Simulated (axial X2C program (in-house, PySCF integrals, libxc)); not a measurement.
Results of a calculation; reference values are marked as such.
# SbTe⁺: input and output of an EOM-EE-CCSD run

Program: an in-house all-electron X2C program for linear molecules (integrals from PySCF).

Input and command:
```json
{"zs": [52, 51], "q": 1, "bas": ["dyall-acv3z", "dyall-acv3z"], "r0": 2.61, "eom": "ee", "thr": -1.0, "nmax": 88}
```
```bash
python soeom.py task.json out
```

Keys: zs atomic numbers; q charge; bas basis sets; r0 starting distance in Å; eom kind of EOM run; thr threshold in hartree for freezing inner shells (an s shell follows its p shell); nmax most natural virtual spinors.

Output at R = 2.459 Å (near the PBE0 minimum at charge 1 of the determinant lowest at the starting distance; the state shown can have its own minimum elsewhere), reference SbTe⁺:

```
two-component X2C + atomic mean field  HF
basis functions 280  fitting functions 1411  grid points 5805
iter        total energy     max residual
   1     -13263.117629180     2.70e-01
   2     -13263.153887149     4.97e-03
   3     -13263.154895976     3.52e-03
   4     -13263.155162731     1.65e-03
   5     -13263.155276487     5.48e-04
   6     -13263.155292012     2.95e-04
   7     -13263.155301485     1.99e-04
   8     -13263.155305511     1.04e-04
   9     -13263.155306931     8.45e-05
  10     -13263.155307556     6.26e-05
  11     -13263.155308117     5.01e-05
  12     -13263.155308485     2.83e-05
  13     -13263.155308663     1.32e-05
  14     -13263.155308720     6.92e-06
  15     -13263.155308735     7.27e-07
  16     -13263.155308735     3.29e-07
converged
one-electron -19319.58382056  Coulomb 5837.32085017  exact exchange -343.78336205  xc functional 0.00000000  nuclear repulsion 570.71084317  atomic mean-field constant -7.81981946
correlated 10  virtual 374  natural virtual 88  E(MP2) -0.233391594  MP2 remainder -0.025574218
iter   CCSD correlation   residual
   1     -0.209669590   1.85e-01
   2     -0.218487226   8.66e-02
   3     -0.222020325   3.90e-02
   4     -0.222361092   1.48e-02
   5     -0.222475284   6.37e-03
   6     -0.222467798   2.11e-03
   7     -0.222476618   9.33e-04
   8     -0.222484029   4.82e-04
   9     -0.222480737   2.11e-04
  10     -0.222483295   7.36e-05
  11     -0.222482046   2.67e-05
  12     -0.222482183   1.20e-05
  13     -0.222482170   5.90e-06
(T) -0.015302721  T1 0.0423  D1 0.0709  max T2 0.108
EOM-EE-CCSD roots
2*Omega      energy/Eh   energy/eV  one-particle weight
    0       0.06351432      1.7283      0.956
    0       0.10100302      2.7484      0.940
    0       0.10116743      2.7529      0.937
    0       0.10582388      2.8796      0.924
    0       0.10604906      2.8857      0.923
    2       0.05821433      1.5841      0.953
    2       0.08553056      2.3274      0.944
    2       0.10755946      2.9268      0.934
    2       0.11077318      3.0143      0.926
    4       0.07742169      2.1068      0.939
    4       0.11674601      3.1768      0.931
    4       0.12217300      3.3245      0.914
    6       0.08477678      2.3069      0.948
```
T1 in the output is the amplitude norm over the root of the electron number; divide by √2 for the Lee–Taylor value.

Reference electrons by ω block (each with its −ω partner): 1/2: 32, 3/2: 15, 5/2: 4. Root energies count from the CCSD energy of the reference. The reference has large amplitudes (orbital relaxation or multireference character). All roots sought are printed; those with a small one-particle weight need a further excitation, are placed far too high, and may in truth lie low or lowest. Inner shells are frozen, and levels at this size can be off by some tenths of an eV.
